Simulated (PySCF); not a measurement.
CCl2F, SMILES F[C](Cl)Cl (connectivity only; charge and spin as stated), charge +1, multiplicity 1. Heavy atoms are numbered as in [F:1][C:2]([Cl:3])[Cl:4].

The structure is a stationary point at B3LYP-D3(BJ)/def2-SVP. The spin state was assumed, not searched. The isomer is the one that the SMILES or the coordinates give; other isomers of the formula were not compared.

All values below come from PBE0/pcSseg-2 run with PySCF.

GIAO shieldings, no solvent; atoms alike by connectivity are averaged. δ = σ(ref) − σ: ¹⁹F against CFCl3 (σ = 165.8 ppm); ¹³C against TMS (σ = 186.1 ppm); ³⁵Cl against HCl (σ = 943.3 ppm), references at their B3LYP-D3(BJ)/def2-TZVP geometries, non-relativistic (without spin–orbit terms, shifts of atoms bonded to Cl or Br come out too high).

```tsv
atoms	nucleus	count	δ (ppm)
F1	¹⁹F	1	199.2
C2	¹³C	1	239.9
Cl3	³⁵Cl	2	(withheld)
```

### Question
Complete the blanks. (The exact figures need the calculation; the answer reports its results.)

### Answer

- Cl3, δ (ppm): 732.7
